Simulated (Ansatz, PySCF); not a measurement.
Isomers of C2H5NSi. Gas-phase values, no solvent. One relaxed conformer stands for each flexible species; it need not be the lowest. Strings in code marks are SMILES.

Quantity: vertical ionisation energy (energy after one electron is removed minus that of the parent at the parent's geometry), in eV. The restricted reference of `C=N[SiH]=C` is unstable towards unrestricted orbitals.

Level 1: PBE-D3(BJ)/def2-TZVP // B3LYP-D3(BJ)/def2-TZVP (PySCF)
Level 2: minus the HOMO energy of M06-2X/def2-TZVP // B3LYP-D3(BJ)/def2-TZVP (PySCF)
Level 3: minus the HOMO energy of PBE-D3(BJ)/def2-TZVP // B3LYP-D3(BJ)/def2-TZVP (PySCF)
Level 4: HF/cc-pVTZ // B3LYP-D3(BJ)/def2-TZVP (Ansatz, a first-principles code)

```csv
species,level 1,level 2,level 3,level 4
`C=N[SiH]=C` (C–N–Si–C torsion 47°),8.15,7.24,[?],6.70
`CN=C=[SiH2]`,7.50,[?],[?],6.35
`C#C[SiH2]N`,9.49,9.05,6.22,8.73
```

### Question
Fill in the missing entries.

### Answer

- `C=N[SiH]=C` (C–N–Si–C torsion 47°), level 3: 5.26
- `CN=C=[SiH2]`, level 2: 6.37
- `CN=C=[SiH2]`, level 3: 4.63
